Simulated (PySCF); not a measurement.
## Electron correlation in Al (aluminium, neutral)

[Ne] 3s1 3p2, high-spin 4P determinant (an excited configuration). Computed with PySCF 2.14 in aug-cc-pwCVDZ (6s5p3d, 36 functions), with the non-relativistic Hamiltonian (point nucleus). Frozen: 1s2; 11 electrons correlated.

MP2 pair energies summed by pair of shells (mhartree):

```tsv
pair	energy	share (%)
2p-2p	-83.23	64.4
2s-2p	-22.83	17.7
2p-3s	-5.04	3.9
2p-3p	-4.83	3.7
3p-3p	-4.67	3.6
2s-2s	-4.51	3.5
3s-3p	-3.05	2.4
2s-3p	-0.69	0.5
2s-3s	-0.41	0.3
```

Total MP2 correlation energy: -129.28 mhartree.

Same-spin part -43.04 and opposite-spin part -86.24 mhartree; SCS-MP2 scales them by 1/3 and 6/5 to -117.83 mhartree.
